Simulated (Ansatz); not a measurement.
The cluster Ag3Au. Total charge 0; quintet. Geometry B3LYP-D4/def2-SVP; atoms count from 1.

```tsv
atom	x (Å)	y (Å)	z (Å)
Au1	-0.846	0.657	-1.643
Ag2	-0.490	1.337	1.566
Ag3	-0.756	-1.930	0.399
Ag4	2.091	-0.064	-0.323
```

In the def2 sets Ag, Au take a core potential; there is no spin–orbit coupling. At PBE0-D4/def2-TZVP a singlet of charge 0 lies 4.24 eV below the quintet, each at its own geometry. The structure comes from a short search, and lower isomers may exist.

**Question.** Estimate the Mulliken populations from the PBE0/def2-TZVP orbitals of Ansatz.

**Answer.** 
```json
{"atom": "Au1", "charge (e)": "-0.02", "spin (α − β)": "1.05", "d electrons": "9.93"}
{"atom": "Ag2", "charge (e)": "0.01", "spin (α − β)": "0.98", "d electrons": "9.97"}
{"atom": "Ag3", "charge (e)": "0.01", "spin (α − β)": "0.98", "d electrons": "9.97"}
{"atom": "Ag4", "charge (e)": "0.01", "spin (α − β)": "0.98", "d electrons": "9.97"}
```
Mulliken values and Mayer orders depend strongly on the basis.

**Question.** Where does the spin sit?

**Answer.** Summed by element: Au 1.05, Ag 2.95, of 4 unpaired in all. Largest on single atoms: Au1 1.05, Ag3 0.98, Ag2 0.98.
